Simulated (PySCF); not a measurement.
## Calculated data, FH₄NSi₂, FH₄OSi₂, BClFH₂Si, AlBFH₄Si and others

All values are calculated (PySCF 2.14.0). Calculation on a computer-drawn molecule: optimised geometry and harmonic frequencies of an isolated molecule of the commonest isotopes, restricted reference for singlets and unrestricted otherwise, frozen core in MP2.

Common to all runs: basis cc-pV(D+d)Z.

(1) FH₄NSi₂

Start structure:
```xyz
8
FH4NSi2
F     -0.8292     1.5096     1.6149
Si     0.3120     0.7512     0.8442
N      0.1926    -1.0160     1.2860
Si    -1.2059    -1.8132     0.9226
H      0.0609     0.7686    -0.5002
H      1.5277     1.3445     1.3574
H      0.8963    -1.3705     1.9896
H     -0.8581    -2.9935     1.7486
```

Here we set charge 0, multiplicity 1 and method HF.

It finds rotational constants 13.84, 2.057, 1.975 GHz; total energy -734.1683 hartree; convergence status largest gradient component 2e-05 hartree/bohr.

Drawn bonds:
| atom | other atom | order |
| --- | --- | --- |
| 1 | 2 | 1 |
| 2 | 3 | 1 |
| 3 | 4 | 1 |
| 2 | 5 | 1 |
| 2 | 6 | 1 |
| 3 | 7 | 1 |
| 4 | 8 | 1 |

Optimised structure:
```xyz
8
FH4NSi2
F     -0.5859     1.7634     1.7734
Si     0.2885     0.7342     0.8871
N      0.0270    -0.8881     1.4096
Si    -0.9427    -2.1047     0.6415
H     -0.1510     0.8644    -0.5062
H      1.6906     1.1245     1.0935
H      0.4721    -1.1277     2.2809
H     -0.7024    -3.1852     1.6834
```

Modes:
| frequency (cm⁻¹) | reduced mass (dalton) |
| --- | --- |
| 71.93 | 6.048 |
| 225.5 | 4.047 |
| 239.8 | 1.664 |
| 373.2 | 2.506 |
| 627.8 | 2.098 |
| 721.2 | 1.195 |
| 735.1 | 1.738 |
| 842.1 | 1.108 |
| 882.6 | 6.31 |
| 945.4 | 2.454 |
| 995.3 | 1.488 |
| 1021 | 1.233 |
| 1034 | 1.094 |
| 1293 | 1.353 |
| 2109 | 1.043 |
| 2367 | 1.041 |
| 2387 | 1.04 |
| 3758 | 1.075 |

(2) FH₄OSi₂

Start structure:
```xyz
8
FH4OSi2
F     -0.0158     3.6865    -0.9260
Si     1.3188     4.0395    -1.7537
O      1.8276     2.6882    -2.4246
Si     2.2676     1.1148    -2.5883
H      2.3051     4.5255    -0.7204
H      0.9316     4.9054    -2.7785
H      1.6582     0.2889    -1.5767
H      3.7458     1.1169    -2.5982
```

Settings of this run: charge 0, multiplicity 2 and method HF.

Results for FH₄OSi₂: rotational constants 12.27, 2.26, 1.971 GHz; total energy -754.6192 hartree; spin squared 0.7531; convergence status largest gradient component 2.602e-06 hartree/bohr.

Drawn bonds:
| atom | other atom | order |
| --- | --- | --- |
| 1 | 2 | 1 |
| 2 | 3 | 1 |
| 3 | 4 | 1 |
| 2 | 5 | 1 |
| 2 | 6 | 1 |
| 4 | 7 | 1 |
| 4 | 8 | 1 |

Optimised structure:
```xyz
8
FH4OSi2
F     -0.1446     3.6375    -1.1421
Si     1.3120     4.0606    -1.6855
O      2.0888     2.7288    -2.1834
Si     2.1852     1.1208    -2.5592
H      2.0333     4.6797    -0.5692
H      1.1041     4.9805    -2.8087
H      1.9110     0.3067    -1.3522
H      3.5491     0.8511    -3.0661
```

Modes:
| frequency (cm⁻¹) | reduced mass (dalton) |
| --- | --- |
| 29.22 | 2.148 |
| 52.99 | 1.447 |
| 71.87 | 6.53 |
| 358.6 | 9.204 |
| 593.6 | 6.069 |
| 754.1 | 1.338 |
| 777.5 | 1.194 |
| 801.3 | 1.054 |
| 875.6 | 1.355 |
| 889.3 | 4.087 |
| 1000 | 1.103 |
| 1036 | 1.262 |
| 1061 | 1.104 |
| 1144 | 6.986 |
| 2291 | 1.03 |
| 2311 | 1.054 |
| 2382 | 1.054 |
| 2388 | 1.029 |

(3) BClFH₂Si

Start structure:
```xyz
6
BClFH2Si
F     -1.3319     1.0438     2.4279
Si    -0.2290     1.3954     1.4235
B      1.2034    -0.0366     2.0229
Cl     2.0023    -1.2037     2.5492
H      0.2497     2.7370     1.6987
H     -0.7394     1.1435     0.0513
```

It was run with charge 1, multiplicity 1 and method HF.

It finds rotational constants 15.58, 1.586, 1.466 GHz; total energy -873.5108 hartree; convergence status largest gradient component 7.962e-06 hartree/bohr.

Drawn bonds:
| atom | other atom | order |
| --- | --- | --- |
| 1 | 2 | 1 |
| 2 | 3 | 1 |
| 3 | 4 | 1 |
| 2 | 5 | 1 |
| 2 | 6 | 1 |

Optimised structure:
```xyz
6
BClFH2Si
F     -1.4855     1.1084     2.4566
Si    -0.3025     1.4173     1.4395
B      1.0871    -0.0476     2.0243
Cl     2.1423    -1.1805     2.4889
H      0.3551     2.6919     1.7049
H     -0.6414     1.0900     0.0592
```

Modes:
| frequency (cm⁻¹) | reduced mass (dalton) |
| --- | --- |
| 116.7 | 13.51 |
| 215.2 | 3.557 |
| 330.4 | 11.57 |
| 397.7 | 11.85 |
| 626.3 | 1.435 |
| 747.3 | 1.112 |
| 910.6 | 1.34 |
| 943.4 | 2.907 |
| 1004 | 1.231 |
| 1272 | 12.43 |
| 2429 | 1.026 |
| 2455 | 1.059 |

(4) BClFH₂Si

Start structure:
```xyz
6
BClFH2Si
F     -1.4855     1.1084     2.4566
Si    -0.3025     1.4173     1.4395
B      1.0871    -0.0476     2.0243
Cl     2.1423    -1.1805     2.4889
H      0.3551     2.6919     1.7049
H     -0.6414     1.0900     0.0592
```

It was run with charge 1, multiplicity 1 and method MP2.

It finds rotational constants 15.36, 1.581, 1.46 GHz; total energy -873.9872 hartree; convergence status largest gradient component 3.015e-05 hartree/bohr.

Drawn bonds:
| atom | other atom | order |
| --- | --- | --- |
| 1 | 2 | 1 |
| 2 | 3 | 1 |
| 3 | 4 | 1 |
| 2 | 5 | 1 |
| 2 | 6 | 1 |

Optimised structure:
```xyz
6
BClFH2Si
F     -1.5134     1.1140     2.4681
Si    -0.3036     1.4120     1.4454
B      1.0868    -0.0404     2.0176
Cl     2.1445    -1.1745     2.4816
H      0.3696     2.6870     1.7050
H     -0.6289     1.0815     0.0558
```

Modes:
| frequency (cm⁻¹) | reduced mass (dalton) |
| --- | --- |
| 104.5 | 13.46 |
| 198.7 | 3.506 |
| 318.6 | 11.47 |
| 385.1 | 11.73 |
| 593.8 | 1.454 |
| 713.5 | 1.107 |
| 866.4 | 1.373 |
| 902.9 | 2.238 |
| 954.4 | 1.377 |
| 1270 | 12.46 |
| 2366 | 1.027 |
| 2396 | 1.059 |

(5) AlBFH₄Si

Start structure:
```xyz
8
AlBFH4Si
F      0.4258    -0.1662    -2.9164
Si     0.8798     0.7450    -1.6537
B     -0.3056     0.5433     0.1325
Al    -2.3483    -0.2967     0.9581
H      0.8066     2.1623    -1.8975
H      2.1170     0.2790    -1.1942
H     -2.3110    -0.5432     2.4882
H     -3.6081     0.0283     0.0612
```

Here we set charge 1, multiplicity 1 and method HF.

It finds rotational constants 13.23, 1.289, 1.216 GHz; total energy -657.0171 hartree; convergence status largest gradient component 1.638e-06 hartree/bohr.

Drawn bonds:
| atom | other atom | order |
| --- | --- | --- |
| 1 | 2 | 1 |
| 2 | 3 | 1 |
| 3 | 4 | 1 |
| 2 | 5 | 1 |
| 2 | 6 | 1 |
| 4 | 7 | 1 |
| 4 | 8 | 1 |

Optimised structure:
```xyz
8
AlBFH4Si
F      0.7443    -0.4241    -2.6804
Si     0.9288     0.7626    -1.6225
B     -0.6776     0.3700    -0.3324
Al    -2.4378    -0.1336     1.0036
H      0.6978     2.0747    -2.2278
H      2.1620     0.6170    -0.8481
H     -2.0275    -1.1060     2.1471
H     -3.7339     0.5913     0.5387
```

Modes:
| frequency (cm⁻¹) | reduced mass (dalton) |
| --- | --- |
| 24.36 | 1.099 |
| 89.4 | 8.953 |
| 145.1 | 2.268 |
| 269.2 | 7.63 |
| 326.5 | 6.786 |
| 415.1 | 1.137 |
| 593.9 | 1.215 |
| 609.1 | 1.583 |
| 749.8 | 1.116 |
| 756.2 | 1.514 |
| 764.3 | 2.565 |
| 902.1 | 2.013 |
| 940.9 | 2.082 |
| 1002 | 1.122 |
| 2081 | 1.017 |
| 2117 | 1.069 |
| 2403 | 1.027 |
| 2423 | 1.057 |

(6) AlFH₄NSi

Start structure:
```xyz
8
AlFH4NSi
F      0.8229     0.1524    -2.2770
Si     1.2635    -0.0097    -0.7697
N     -0.0196     0.5529     0.2759
Al    -0.2799     1.7511     1.6218
H      2.4009     0.7871    -0.6302
H      1.3759    -1.4927    -0.6035
H     -0.8365     0.1364    -0.0611
H      0.1443     1.4074     3.1729
```

Settings of this run: charge 0, multiplicity 2 and method HF.

It finds rotational constants 13.03, 2.045, 1.958 GHz; total energy -687.1740 hartree; spin squared 0.7543; convergence status largest gradient component 2.376e-05 hartree/bohr.

Drawn bonds:
| atom | other atom | order |
| --- | --- | --- |
| 1 | 2 | 1 |
| 2 | 3 | 1 |
| 3 | 4 | 1 |
| 2 | 5 | 1 |
| 2 | 6 | 1 |
| 3 | 7 | 1 |
| 4 | 8 | 1 |

Optimised structure:
```xyz
8
AlFH4NSi
F      1.0634     0.8316    -2.0161
Si     1.1568    -0.0119    -0.6365
N     -0.2236     0.2285     0.3433
Al    -0.4920     1.3145     1.7552
H      2.3521     0.4717     0.0691
H      1.2819    -1.4186    -1.0549
H     -1.0283    -0.2927     0.0303
H      0.7612     2.1617     2.2387
```

Modes:
| frequency (cm⁻¹) | reduced mass (dalton) |
| --- | --- |
| 61.71 | 4.265 |
| 197.3 | 3.228 |
| 217.5 | 1.503 |
| 348.5 | 3.556 |
| 558.8 | 1.204 |
| 606 | 1.179 |
| 621.3 | 3.013 |
| 784.8 | 1.713 |
| 860.9 | 1.322 |
| 870.1 | 3.633 |
| 959.6 | 3.618 |
| 1025 | 1.184 |
| 1037 | 1.081 |
| 1230 | 1.365 |
| 1932 | 1.044 |
| 2347 | 1.044 |
| 2368 | 1.037 |
| 3744 | 1.074 |

(7) AlFH₃NSi

Start structure:
```xyz
7
AlFH3NSi
F     -0.7875     2.6966     0.6719
Si     0.0721     1.8483    -0.2224
N      1.1531     0.9469     0.7979
Al     1.3709     0.8712     2.6056
H      0.8252     2.7764    -1.0839
H     -0.8727     0.9573    -0.9812
H      1.7193     0.3713     0.2776
```

Settings of this run: charge 0, multiplicity 1 and method HF.

It finds rotational constants 9.754, 2.805, 2.234 GHz; total energy -686.6084 hartree; convergence status largest gradient component 2.472e-05 hartree/bohr.

Drawn bonds:
| atom | other atom | order |
| --- | --- | --- |
| 1 | 2 | 1 |
| 2 | 3 | 1 |
| 3 | 4 | 1 |
| 2 | 5 | 1 |
| 2 | 6 | 1 |
| 3 | 7 | 1 |

Optimised structure:
```xyz
7
AlFH3NSi
F     -0.7777     2.7007     0.8090
Si     0.1011     1.8204    -0.2330
N      1.1552     0.9270     0.7693
Al     1.2847     0.9432     2.5973
H      0.7769     2.7685    -1.1389
H     -0.8443     0.9977    -1.0113
H      1.7845     0.3106     0.2730
```

Modes:
| frequency (cm⁻¹) | reduced mass (dalton) |
| --- | --- |
| 99.04 | 2.591 |
| 101 | 15.45 |
| 358.8 | 1.228 |
| 384.6 | 10.4 |
| 616.3 | 6.372 |
| 746.3 | 1.299 |
| 771.7 | 1.156 |
| 856.3 | 6.695 |
| 912.8 | 1.874 |
| 990.8 | 1.755 |
| 1087 | 1.059 |
| 1142 | 1.444 |
| 2325 | 1.053 |
| 2343 | 1.029 |
| 3714 | 1.074 |

(8) AlFH₃NSi

Start structure:
```xyz
7
AlFH3NSi
F     -0.7777     2.7007     0.8090
Si     0.1011     1.8204    -0.2330
N      1.1552     0.9270     0.7693
Al     1.2847     0.9432     2.5973
H      0.7769     2.7685    -1.1389
H     -0.8443     0.9977    -1.0113
H      1.7845     0.3106     0.2730
```

Settings of this run: charge 0, multiplicity 1 and method MP2.

The calculation gives: rotational constants 9.359, 2.86, 2.248 GHz; total energy -687.1073 hartree; convergence status largest gradient component 1.472e-05 hartree/bohr.

Drawn bonds:
| atom | other atom | order |
| --- | --- | --- |
| 1 | 2 | 1 |
| 2 | 3 | 1 |
| 3 | 4 | 1 |
| 2 | 5 | 1 |
| 2 | 6 | 1 |
| 3 | 7 | 1 |

Optimised structure:
```xyz
7
AlFH3NSi
F     -0.7737     2.6996     0.8393
Si     0.1009     1.8202    -0.2365
N      1.1730     0.9097     0.7591
Al     1.2489     0.9760     2.6039
H      0.7713     2.7769    -1.1440
H     -0.8541     1.0024    -1.0158
H      1.8142     0.2834     0.2594
```

Modes:
| frequency (cm⁻¹) | reduced mass (dalton) |
| --- | --- |
| 83.63 | 17.28 |
| 94.31 | 2.561 |
| 296.6 | 1.24 |
| 357.4 | 10.32 |
| 601.6 | 5.996 |
| 708.1 | 1.296 |
| 724.5 | 1.143 |
| 820 | 4.718 |
| 859.2 | 1.548 |
| 938.2 | 2.504 |
| 1037 | 1.176 |
| 1049 | 1.298 |
| 2287 | 1.053 |
| 2293 | 1.029 |
| 3551 | 1.074 |

(9) ClFH₃Si₂

Start structure:
```xyz
7
ClFH3Si2
F     -1.1468     2.4159     2.9950
Si    -0.2847     1.1725     2.8705
Si    -1.0682     0.0721     0.8900
Cl    -0.0014    -0.0462    -0.7497
H     -0.5456     0.2467     4.0423
H      1.0878     1.5932     2.6474
H     -2.4203    -0.4439     0.6222
```

Here we set charge 1, multiplicity 1 and method HF.

The calculation gives: rotational constants 11.85, 1.29, 1.181 GHz; total energy -1138.3678 hartree; convergence status largest gradient component 1.332e-05 hartree/bohr.

Drawn bonds:
| atom | other atom | order |
| --- | --- | --- |
| 1 | 2 | 1 |
| 2 | 3 | 1 |
| 3 | 4 | 1 |
| 2 | 5 | 1 |
| 2 | 6 | 1 |
| 3 | 7 | 1 |

Optimised structure:
```xyz
7
ClFH3Si2
F     -1.5395     2.0218     3.3569
Si    -0.2606     1.1948     2.8854
Si    -1.0973     0.2231     0.8286
Cl     0.0608    -0.9515    -0.2617
H      0.0355     0.0676     3.7663
H      0.8531     2.0562     2.4959
H     -2.4311     0.3983     0.2463
```

Modes:
| frequency (cm⁻¹) | reduced mass (dalton) |
| --- | --- |
| 25.18 | 5.885 |
| 103.7 | 9.276 |
| 194.5 | 17.81 |
| 395.8 | 1.09 |
| 404 | 9.417 |
| 615.5 | 1.293 |
| 676.1 | 10.31 |
| 743.1 | 1.117 |
| 813.6 | 1.131 |
| 909 | 1.821 |
| 947.9 | 1.935 |
| 1001 | 1.211 |
| 2412 | 1.044 |
| 2414 | 1.026 |
| 2441 | 1.058 |

(10) ClFH₃Si₂

Start structure:
```xyz
7
ClFH3Si2
F     -1.5395     2.0218     3.3569
Si    -0.2606     1.1948     2.8854
Si    -1.0973     0.2231     0.8286
Cl     0.0608    -0.9515    -0.2617
H      0.0355     0.0676     3.7663
H      0.8531     2.0562     2.4959
H     -2.4311     0.3983     0.2463
```

Here we set charge 1, multiplicity 1 and method MP2.

The calculation gives: rotational constants 11.83, 1.284, 1.175 GHz; total energy -1138.8615 hartree; convergence status largest gradient component 2.573e-05 hartree/bohr.

Drawn bonds:
| atom | other atom | order |
| --- | --- | --- |
| 1 | 2 | 1 |
| 2 | 3 | 1 |
| 3 | 4 | 1 |
| 2 | 5 | 1 |
| 2 | 6 | 1 |
| 3 | 7 | 1 |

Optimised structure:
```xyz
7
ClFH3Si2
F     -1.5481     2.0454     3.3883
Si    -0.2689     1.1981     2.8859
Si    -1.0991     0.2274     0.8347
Cl     0.0762    -0.9468    -0.2453
H      0.0383     0.0514     3.7485
H      0.8574     2.0438     2.4739
H     -2.4348     0.3909     0.2318
```

Modes:
| frequency (cm⁻¹) | reduced mass (dalton) |
| --- | --- |
| 27.95 | 5.904 |
| 91.75 | 9.189 |
| 184.1 | 17.74 |
| 368.2 | 1.091 |
| 394.1 | 9.213 |
| 581.4 | 1.298 |
| 669.2 | 8.491 |
| 705.9 | 1.113 |
| 774.4 | 1.144 |
| 864.7 | 1.7 |
| 907.5 | 1.724 |
| 951.6 | 1.409 |
| 2339 | 1.044 |
| 2350 | 1.027 |
| 2382 | 1.058 |
